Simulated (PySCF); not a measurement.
This PySCF input asks for the NMR shieldings of `CC[C@@H](C)P[SiH2]C`, C5H15PSi; the geometry comes from GFN2-xTB.

```python
import basis_set_exchange as bse
import numpy as np
from pyscf import gto, dft
from pyscf.prop import nmr

atoms = """
C    -2.835318   -1.039947   -0.131270
C    -1.332226   -0.816497   -0.258507
C    -0.974313    0.645461   -0.524002
C    -1.239187    1.546995    0.678159
P     0.795321    0.892880   -1.091131
Si    1.979330   -0.293412    0.400760
C     3.797999    0.025260   -0.037729
H    -3.350816   -0.676192   -1.018014
H    -3.045814   -2.101414   -0.022242
H    -3.235128   -0.524699    0.738212
H    -0.835616   -1.147969    0.656212
H    -0.955137   -1.430581   -1.081480
H    -1.584271    1.002982   -1.365531
H    -2.301357    1.581123    0.912585
H    -0.902998    2.561859    0.467040
H    -0.701592    1.182976    1.552219
H     0.765088   -0.115817   -2.051835
H     1.732018   -1.745025    0.400296
H     1.699494    0.194057    1.760314
H     4.035978   -0.344660   -1.030853
H     4.458583   -0.466312    0.668490
H     4.019552    1.088317   -0.023327
"""
names = dict.fromkeys(["C", "P", "Si", "H"], "pcSseg-1")
basis = {el: gto.basis.parse(bse.get_basis(n, elements=[el], fmt="nwchem")) for el, n in names.items()}
mol = gto.M(atom=atoms, basis=basis, charge=0, verbose=0)
mf = dft.RKS(mol, xc="PBE0")
mf.grids.level = 2
mf.grids.alignment = dft.numint.BLKSIZE   # the property module wants whole blocks of grid points
mf.conv_tol = 1e-9
mf.kernel()

calc = nmr.RKS(mf)   # GIAO
C = mf.mo_coeff
Co = C[:, mf.mo_occ > 0]
resp = mf.gen_response(singlet=True, hermi=2)
def vind(x):   # induced exchange potential for any number of trial vectors
    d = np.einsum("pi,xij,qj->xpq", C, 2 * x.reshape(-1, C.shape[1], Co.shape[1]), Co, optimize=True)
    return np.einsum("xpq,pi,qj->xij", resp(d - d.transpose(0, 2, 1)), C, Co, optimize=True).ravel()
mo1, _ = nmr.rhf.solve_mo1(calc, with_cphf=vind)
sigma = calc.kernel(mo1)
for i, s in enumerate(sigma):   # ppm
    print("%2d %-2s %9.2f" % (i, mol.atom_pure_symbol(i), np.trace(s) / 3))
```

**Question.** What are the results?

**Answer.** 
```
 0 C     170.45
 1 C     144.76
 2 C     156.30
 3 C     168.77
 4 P     461.50
 5 Si    408.92
 6 C     194.14
 7 H      30.98
 8 H      30.51
 9 H      30.52
10 H      30.38
11 H      29.92
12 H      30.13
13 H      30.12
14 H      30.38
15 H      30.98
16 H      29.25
17 H      27.09
18 H      27.40
19 H      31.66
20 H      31.41
21 H      31.54
```

These numbers come from an equivalent density-fitted implementation of the same equations, which agrees with the script to about 0.01 ppm for H and up to a few tenths of a ppm for heavy atoms, so last digits may differ.

Size and cost of the density-fitted run: 208 basis functions, roughly 110 core-seconds.
